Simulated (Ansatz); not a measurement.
Isolated molecules relaxed with PBE0-D4/def2-TZVP in Ansatz; ΔE leaves out vibrations. CCSD(T)/CBS is the MP2 limit (def2-TZVPP, def2-QZVPP) plus CCSD(T) − MP2 in def2-TZVPP, frozen cores. This one scheme is used for every species. Each species was taken in one conformer, which may not be the lowest.

Reaction (redistribution): `CO[SiH2][SiH2]O` + `N[SiH2]P` → `O[SiH2][SiH2]P` + `CO[SiH2]N`

`CO[SiH2][SiH2]O`:

```xyz
13

C    -1.978    1.389   -0.931
O    -0.667    0.921   -0.713
Si   -0.335   -0.374    0.251
Si    1.990   -0.699    0.180
O     2.462   -1.847    1.276
H    -1.931    2.228   -1.628
H    -2.614    0.609   -1.366
H    -2.438    1.736    0.001
H    -0.791   -0.115    1.654
H    -1.093   -1.576   -0.213
H     2.671    0.605    0.430
H     2.421   -1.214   -1.143
H     2.303   -1.664    2.203
```

`N[SiH2]P`:

```xyz
9

N     0.326    0.547    1.439
Si    0.471   -0.378   -0.002
P    -1.566   -0.486   -0.969
H     0.065    1.519    1.409
H     0.928    0.354    2.222
H     0.890   -1.745    0.405
H     1.477    0.133   -0.979
H    -1.559    0.901   -1.287
H    -1.033   -0.846   -2.239
```

`O[SiH2][SiH2]P`:

Z-matrix (Å, degrees):
```
Si
Si 1 2.336
O 1 1.655 2 105.5
H 1 1.493 2 109.8 3 119.9
H 1 1.493 2 112.6 3 -121.2
P 2 2.260 1 112.2 3 -52.4
H 2 1.489 1 111.0 3 68.2
H 2 1.490 1 109.7 3 -172.5
H 3 0.958 1 117.7 2 -179.4
H 6 1.422 2 93.6 1 -49.1
H 6 1.421 2 93.3 1 44.4
```

`CO[SiH2]N`:

Cartesian coordinates in Å:
```
C -0.606 -0.850 1.380
O -0.324 0.478 1.013
Si 0.631 0.862 -0.270
N 0.083 0.358 -1.804
H -1.193 -1.363 0.609
H 0.312 -1.425 1.556
H -1.186 -0.838 2.304
H 1.958 0.209 -0.101
H 0.687 2.338 -0.216
H 0.368 -0.513 -2.217
H -0.729 0.746 -2.254
```

| species | CCSD(T)/CBS(def2) energy (Eh) |
| --- | --- |
| `CO[SiH2][SiH2]O` | -771.43257 |
| `N[SiH2]P` | -688.35145 |
| `O[SiH2][SiH2]P` | -998.51756 |
| `CO[SiH2]N` | -461.28168 |

(1) Work out ΔE.

Largest T1 diagnostic among the species: 0.013.

## Answers

(1) ΔE = (-998.51756) + (-461.28168) − (-771.43257) − (-688.35145) = -0.01522 Eh = -0.41 eV.

In def2-TZVPP, CCSD(T) changes the Hartree–Fock value by −0.06 eV (the triples alone add −0.01 eV) and MP2 by −0.07 eV.
